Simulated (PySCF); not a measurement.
SMILES [SiH3]O[SiH2]C=C, singlet, GFN2-xTB optimised geometry.

```
13

C      1.83    -1.88     0.00
C      1.07    -0.79     0.00
Si    -0.81    -0.79     0.00
O     -1.33     0.75     0.00
Si    -1.47     2.36    -0.01
H      1.39    -2.86     0.00
H      2.90    -1.84     0.00
H      1.57     0.18     0.00
H     -1.36    -1.39    -1.22
H     -1.36    -1.39     1.22
H     -0.81     2.86     1.20
H     -2.90     2.62    -0.01
H     -0.81     2.85    -1.22
```

Density from PySCF with B3LYP/def2-TZVP at that geometry.

Minimum of the electron density along straight lines between bonded atoms, close to the bond critical point (lines longer than 1.1 times the sum of covalent radii, or with two minima, are not listed):

```json
[
 {"bond": "C1–C2", "length / Å": "1.324", "ρ at the minimum / e bohr⁻³": "0.358", "∇²ρ there / e bohr⁻⁵": "-1.12", "position (fraction from the first atom)": "0.51"},
 {"bond": "C2–Si3", "length / Å": "1.884", "ρ at the minimum / e bohr⁻³": "0.122", "∇²ρ there / e bohr⁻⁵": "0.17", "position (fraction from the first atom)": "0.61"},
 {"bond": "Si3–O4", "length / Å": "1.621", "ρ at the minimum / e bohr⁻³": "0.138", "∇²ρ there / e bohr⁻⁵": "0.93", "position (fraction from the first atom)": "0.42"},
 {"bond": "O4–Si5", "length / Å": "1.616", "ρ at the minimum / e bohr⁻³": "0.140", "∇²ρ there / e bohr⁻⁵": "0.94", "position (fraction from the first atom)": "0.58"},
 {"bond": "C1–H6", "length / Å": "1.078", "ρ at the minimum / e bohr⁻³": "0.290", "∇²ρ there / e bohr⁻⁵": "-1.04", "position (fraction from the first atom)": "0.64"},
 {"bond": "C1–H7", "length / Å": "1.080", "ρ at the minimum / e bohr⁻³": "0.288", "∇²ρ there / e bohr⁻⁵": "-1.03", "position (fraction from the first atom)": "0.64"},
 {"bond": "C2–H8", "length / Å": "1.085", "ρ at the minimum / e bohr⁻³": "0.282", "∇²ρ there / e bohr⁻⁵": "-0.98", "position (fraction from the first atom)": "0.64"},
 {"bond": "Si3–H9", "length / Å": "1.464", "ρ at the minimum / e bohr⁻³": "0.128", "∇²ρ there / e bohr⁻⁵": "0.17", "position (fraction from the first atom)": "0.49"},
 {"bond": "Si3–H10", "length / Å": "1.464", "ρ at the minimum / e bohr⁻³": "0.128", "∇²ρ there / e bohr⁻⁵": "0.17", "position (fraction from the first atom)": "0.49"},
 {"bond": "Si5–H11", "length / Å": "1.463", "ρ at the minimum / e bohr⁻³": "0.127", "∇²ρ there / e bohr⁻⁵": "0.18", "position (fraction from the first atom)": "0.49"},
 {"bond": "Si5–H12", "length / Å": "1.460", "ρ at the minimum / e bohr⁻³": "0.128", "∇²ρ there / e bohr⁻⁵": "0.18", "position (fraction from the first atom)": "0.49"},
 {"bond": "Si5–H13", "length / Å": "1.463", "ρ at the minimum / e bohr⁻³": "0.127", "∇²ρ there / e bohr⁻⁵": "0.18", "position (fraction from the first atom)": "0.49"}
]
```
